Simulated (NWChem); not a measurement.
Molecule: SiBrF, singlet; SMILES F[Si]Br

```xyz
3

Si     0.6622    -1.1794     0.0000
F     -0.7322    -1.9982     0.0000
Br    -0.0766     0.9856     0.0000
```
Atoms are numbered in this order, from 1.

All runs: NWChem. Low-valent species are run as closed-shell singlets; no triplet was tried in these runs. Geometry: optimised at B3LYP/6-31G* (spherical d). Ions are spin-unrestricted doublets at the neutral geometry; other ion states weren't tried.

Problem. What does the run give for PBE/def2-SVPD? Quantities: vertical ionisation energy, ΔSCF (eV); −ε(HOMO) (eV).

Solution. The vertical ionisation energy, ΔSCF (eV) comes out as 10.08 and the −ε(HOMO) (eV) is 6.89.
